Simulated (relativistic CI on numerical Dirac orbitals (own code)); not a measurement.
**Pd⁵⁺: 4s photoemission**

Computed with this model: Dirac-Coulomb-Breit CI, KLI orbitals optimised for each configuration, model QED, valence Slater integrals scaled by 0.7, multiplet model of photoemission in the sudden approximation; configurations [Kr] 4d5 → [Ar] 3d10 4s 4p6 4d5; 300 K; Lorentzian 2 eV and Gaussian 0.6 eV FWHM. Energies are those of the free ion, without screening or charge transfer. The energies are binding energies and can lie tens of eV above those of solids. Without intra-shell correlation the exchange splitting of an s hole comes out too large, often by half or more. S is read from ⟨S²⟩ = S(S + 1).

Field parameters in Wybourne normalisation: Oh B⁴₀ = 21Dq, B⁴₄ = √(5/14) B⁴₀. The field is a parameter set, without covalency.

free ion: ground-state S = 2.48, centroid 178.94 eV. Peaks (eV, height): 175.0 (100), 184.4 (71).

Oh, 10Dq = 23500 cm⁻¹: ground-state S = 0.64, centroid 179.11 eV. Peaks (eV, height): 178.4 (100), 181.6 (36).

Oh, 10Dq = 38500 cm⁻¹: ground-state S = 0.53, centroid 179.14 eV. Peaks (eV, height): 178.4 (100), 181.6 (35).

Strongest unbroadened transitions for Oh, 10Dq = 23500 cm⁻¹:

```
Energy (eV)  Relative strength
     176.26                5.6
     177.95               56.2
     178.06              100.0
     178.76               63.4
     178.87               29.9
     179.15               25.2
     180.68                0.8
     180.98                1.6
     181.06                0.7
     181.42                7.7
     181.54                7.8
     181.61                8.0
     181.77                1.2
     182.04               32.0
     182.29                8.9
     182.76                0.5
     182.89                0.9
     184.45                2.8
```
